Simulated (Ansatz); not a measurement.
## Telling isomers of C3H9Si apart by their spectra

These gas-phase data were calculated for one isomer of C3H9Si at PBE0-D3(BJ)/def2-SVP (harmonic, unscaled wavenumbers; equilibrium rotational constants with average atomic masses):

```
rotational constants            : 9.317, 3.419, 2.857 GHz
all wavenumbers above 1500 cm⁻¹ : 3169, 3147, 3145, 3132, 3113, 3060, 3048, 3045, 2174
dipole moment                   : 0.94 D (PBE0/def2-TZVPD)
```

Candidates:

(1) `C[Si](C)C`, a doublet
(2) `CC[SiH]C`, a doublet

**Question.** Which structure fits?

**Answer.** Candidate (2). The band at 2174 cm⁻¹ lies where the Si–H stretch is expected; (1) has no mode between 2000 and 2380 cm⁻¹.

The same quantities for all candidates:

```tsv
	rotational constants (GHz)	wavenumbers above 1500 cm⁻¹	dipole (D)	E above the lowest, PBE0-D3(BJ)/def2-SVP (kcal/mol)
(1)	5.445, 5.445, 3.098	3166, 3166, 3166, 3140, 3140, 3140, 3041, 3040, 3040	0.71	0.0
(2)	9.317, 3.419, 2.857	3169, 3147, 3145, 3132, 3113, 3060, 3048, 3045, 2174	0.94	10.3
```

Harmonic stretches to hydrogen usually lie a few per cent above observed fundamentals. Each candidate is one conformer. Open shells are spin-unrestricted. Programs: Ansatz 0.2.0.
